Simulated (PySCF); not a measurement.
## How methods differ on the fine-structure interval of Xe¹⁹⁺

Xe¹⁹⁺ [Ar] 3d10 4s2 4p5 [4p1/2^2 4p3/2^3, M_J = 3/2] → Xe¹⁹⁺ [Ar] 3d10 4s2 4p5 [4p1/2^1 4p3/2^4, M_J = 1/2], as a difference of total energies. Calculation: PySCF 2.14, in an uncontracted even-tempered set (18 s from 1.2 bohr⁻², ratio 2.8; 14 p from 1.5 bohr⁻², ratio 2.8; 9 d from 2.7 bohr⁻², ratio 2.8; 4 f from 9.3 bohr⁻², ratio 3); the two-component X2C-1e Hamiltonian. Correlated levels: [Ne] frozen; the 92 highest virtual spinors dropped. "Screened" scales the spin-orbit matrix elements by Boettger's factors to mimic the two-electron term; Breit and QED terms are absent.

| method | fine-structure interval (cm⁻¹) |
| --- | --- |
| GHF (screened spin-orbit) | 130390 |
| GMP2 (screened spin-orbit) | 131400 |
| GHF (bare spin-orbit) | 135700 |
